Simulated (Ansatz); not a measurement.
Input and output for `CC1B[SiH2]O1`.

```yaml
crystal:
  periodic: [false, false, false]
  atoms:
    - {symbol: C, position_ang: [-1.476171, 0.782152, -0.197525]}
    - {symbol: C, position_ang: [-0.258512, -0.058083, -0.626194]}
    - {symbol: B, position_ang: [0.073847, -1.294355, 0.349779]}
    - {symbol: Si, position_ang: [1.795792, -0.244119, 0.459101]}
    - {symbol: O, position_ang: [0.958279, 0.737887, -0.552849]}
    - {symbol: H, position_ang: [-1.412432, 1.128792, 0.818555]}
    - {symbol: H, position_ang: [-2.375373, 0.163847, -0.286867]}
    - {symbol: H, position_ang: [-1.552807, 1.597634, -0.905724]}
    - {symbol: H, position_ang: [-0.433579, -0.458293, -1.567288]}
    - {symbol: H, position_ang: [-0.556324, -2.150478, 0.762325]}
    - {symbol: H, position_ang: [2.222144, 0.487343, 1.728311]}
    - {symbol: H, position_ang: [3.117599, -0.794636, -0.013432]}
basis:
  gaussian: {orbitals: def2-TZVPP}
hamiltonian: {xc: {name: r2SCANh}, dispersion: d3bjatm}
```

```sh
$ ansatz run in.yaml --threads 4 --pin off --events-out ev --progress --plain --max-ram 10444MiB
```

It prints (some lines left out):

```
Functional definition: r2SCANh
1381 factors; their error is unknown
mean field evaluation 1: about -12777.8268 eV, gradient 6.3e1 eV
mean field evaluation 2: about -12764.2709 eV, gradient 1.0e2 eV
mean field evaluation 4: about -12786.2400 eV, gradient 7.1e0 eV
mean field evaluation 8: about -12786.3414 eV, gradient 1.9e-1 eV
mean field evaluation 16: about -12786.3178 eV, gradient 1.8e-4 eV
mean field -12786.31781362 eV, -469.8885127730 hartree, gradient 2.1e-5 eV, S^2 0.000000; 0 other end points of the search recorded, 0 dependent functions left out
reference -12786.31782693 eV, -469.8885132621 hartree; 23, 23 occupied and 241, 241 virtual orbitals, 1381 factors
Total energy: -12786.39190318 eV, -469.8912355143 hartree
```

Run time 5.5 s (4 threads of a server CPU on a shared host); peak host memory 0.56 GiB.
